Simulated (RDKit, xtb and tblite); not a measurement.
Internal rotation in SMILES COC(=O)CCc1ccco1 (C8H10O3), singlet. Scanned: dihedral C1–O2–C3–O4 and dihedral O2–C3–C5–C6; all other coordinates were relaxed at GFN2-xTB. Points at φ and −φ are mirror images. Heavy atoms are numbered in the order of the SMILES COC(=O)CCc1ccco1, hydrogens after them in the order of the atoms that carry them; the mirror image has the same energies with the sign of each dihedral reversed.

GFN2-xTB (xtb and tblite); MMFF94 // GFN2-xTB (RDKit); UFF // GFN2-xTB (RDKit).

Energies in kJ/mol at chosen points (x: dihedral C1–O2–C3–O4 (°); y: dihedral O2–C3–C5–C6 (°)), relative to x = 180, y = -120:

```json
[
 {"method": "GFN2-xTB", "(180, 120)": "0.0", "(-150, 90)": "6.6", "(-30, -30)": "-17.2", "(180, 0)": "29.3", "(120, 90)": "30.5", "(30, 60)": "-17.6", "(90, 90)": "35.4"},
 {"method": "MMFF94", "(180, 120)": "0.0", "(-150, 90)": "7.3", "(-30, -30)": "-17.4", "(180, 0)": "56.0", "(120, 90)": "36.7", "(30, 60)": "-17.3", "(90, 90)": "38.0"},
 {"method": "UFF", "(180, 120)": "0.0", "(-150, 90)": "2.2", "(-30, -30)": "24.9", "(180, 0)": "39.2", "(120, 90)": "13.8", "(30, 60)": "21.0", "(90, 90)": "26.3"}
]
```
